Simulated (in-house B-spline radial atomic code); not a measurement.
How numerical settings move a run on Sn3+, [Kr] 4d10 5s1. Computed with a B-spline radial code for spherical atoms: scalar-relativistic (X2C) BHandHLYP, spin-polarised, spherical fractional occupations, Fermi nucleus of rms radius 4.6519 fm.

Command:
```bash
python run_scf.py task.json out
```
Settings of the sound reference run:
```
Z                50
electrons        47
configuration    [Kr] 4d10 5s1
hamiltonian      x2c
method           bhandhlyp
spin_polarised   True
nucleus          fermi
rms_radius       4.6519
mass_number      120
atomic_mass      119.9022
speed_of_light   137.036
knot_spacing     0.22
spline_order     8
gauss_points     12
box_radius       16.22
max_iterations   70
damping          0.5
damped_steps     3
diis_vectors     10
tolerance        1e-08
start            Thomas-Fermi
```

Cost of the run: 0.56 s on 1 thread of Arm Neoverse N1, on a shared host.

It converges in 10 iterations to -6174.654037 hartree, with 5s up at -38.3832 eV. The other runs change the listed settings, some to values that make no sense; their results aren't properties of the atom or ion. Radii are in bohr (the nuclear one in fm), a minus after a letter asks for a j subshell, and «unchanged» means within 1e-8 hartree. The run stops when the residual is below 10 × tolerance × max(1, Z/10), or a noise floor if that is larger, and the energy moves by less than 1e-8 × √|E| hartree; so very loose and very tight tolerances often act alike.

| changed settings | outcome |
| --- | --- |
| spline_order = 7 | converged in 10 iterations, energy +1.01e-06 hartree from the reference, 5s up level -1.9e-06 eV |
| damped_steps = 30 | converged in 23 iterations, energy unchanged, 5s up level +9.9e-07 eV |
| damped_steps = 8 | converged in 13 iterations, energy unchanged, 5s up level +7.9e-07 eV |
| start = bare nucleus | converged in 11 iterations, energy unchanged |
| spline_order = 7, first_knot = 0.0002, max_iterations = 3, damping = 0.2 | not converged after 3 iterations, last residual 1.6e-01, last energy +8.80e-01 hartree from the reference |
| electrons = 49, configuration = [Kr] 4d10 5s3, max_iterations = 100 | stopped with error: shell 5s holds at most 1 electrons (per spin) |
| max_iterations = 100, damped_steps = 30, tolerance = 0.001, start = bare nucleus | converged in 15 iterations, energy +2.92e-07 hartree from the reference, 5s up level +7.6e-04 eV |
| spline_order = 3, max_iterations = 50, damped_steps = 8 | converged in 13 iterations, energy +1.82e-01 hartree from the reference, 5s up level +2.4e-02 eV |
| spline_order = 4 | converged in 10 iterations, energy +3.28e-03 hartree from the reference, 5s up level +6.0e-04 eV |
| damped_steps = 0 | converged in 9 iterations, energy unchanged, 5s up level +4.9e-07 eV |
| spline_order = 5 | converged in 10 iterations, energy +1.11e-04 hartree from the reference, 5s up level +2.1e-05 eV |
| damped_steps = 1 | converged in 9 iterations, energy unchanged, 5s up level +2.1e-06 eV |

(1) What happens with spline_order = 3?

(2) What happens with spline_order = 6?

(3) What happens with max_iterations = 100, damped_steps = 0, start = bare nucleus?

(4) What happens with knot_spacing = 0.75, max_iterations = 100, diis_vectors = 20?

Results:

(1) Converged in 10 iterations, energy +1.82e-01 hartree from the reference, 5s up level +2.4e-02 eV.

(2) Converged in 10 iterations, energy +5.75e-06 hartree from the reference, 5s up level +2.1e-06 eV.

(3) Converged in 10 iterations, energy unchanged, 5s up level -5.7e-06 eV.

(4) Converged in 10 iterations, energy +8.41e+00 hartree from the reference, 5s up level +1.1e+00 eV (the program warns: 5s up reaches the box edge; 3s up reaches the box edge).
